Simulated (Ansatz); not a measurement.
Born–Oppenheimer molecular dynamics of FH$_{5}$O$_{2}$Si$_{2}$ (10 atoms, charge 0, multiplicity 1). It goes on from the last frame of an earlier run, with new velocities.

Computed with RKS CAM-B3LYP/STO-3G in Ansatz.

```yaml
ensemble: NVE (velocity Verlet)
time_step: 0.5 fs
steps_asked: 166
starting_velocities_drawn_for: 2000 K
seed: 685318
```

First frame:

```xyz
10
Properties=species:S:1:pos:R:3
Si -0.319 -0.135 0.200
Si -0.456 0.031 2.514
H -1.847 0.382 2.653
H -0.168 -1.278 3.179
H 0.300 1.181 3.018
F 1.333 -0.264 -0.367
O -1.126 1.351 -0.280
H -1.370 1.111 -1.247
O -1.196 -1.265 -0.687
H -0.609 -2.087 -0.897
```

Problem. How far do the bonds stretch over the last three quarters of this one trajectory? (Pairs bonded in most of those frames.)

Solution. 
```tsv
bond	mean (Å)	spread (Å)	shortest	longest
Si1–Si2	2.307	0.069	2.16	2.40
Si1–F6	1.645	0.028	1.60	1.69
Si1–O7	1.700	0.102	1.55	1.87
Si1–O9	1.721	0.080	1.62	1.85
Si2–H3	1.452	0.061	1.36	1.55
Si2–H4	1.449	0.038	1.39	1.50
Si2–H5	1.449	0.035	1.39	1.51
O7–H8	1.019	0.017	0.98	1.05
O9–H10	1.028	0.054	0.93	1.12
```

Mean temperature of the second half: 1286 K. The conserved energy stayed within 0.81 meV per atom of its start (net change 0.6 meV per atom), so the integration is sound. A run of 0.083 ps of so small a system gives no equilibrium averages. Limits of this set-up: minimal basis.

Time of the run: 6.2 min on 1 thread of Arm Neoverse V2 (shared host), peak memory 0.11 GiB.
